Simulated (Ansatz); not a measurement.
The Ansatz (a program for electronic structure) input:
Ansatz 0.2 input:
```yaml
crystal:
  periodic: [false, false, false]
  atoms:
    - {symbol: C, position_ang: [-0.61381076, 0.09837073, 0.07127920]}
    - {symbol: F, position_ang: [0.72439532, -0.11609326, -0.08412091]}
    - {symbol: H, position_ang: [-0.86205911, -0.06032531, 1.12128664]}
    - {symbol: H, position_ang: [-1.00061528, 1.94632187, -0.46619565]}
    - {symbol: H, position_ang: [-1.14593208, -0.61006993, -0.56455569]}
basis:
  gaussian:
    orbitals: 6-31G
hamiltonian:
  xc: hf
```

Question: What does this run give for the number of basis functions, total energy?

Answer: 
```yaml
number_of_basis_functions: 24
total_energy: -138.8452 Eh
```
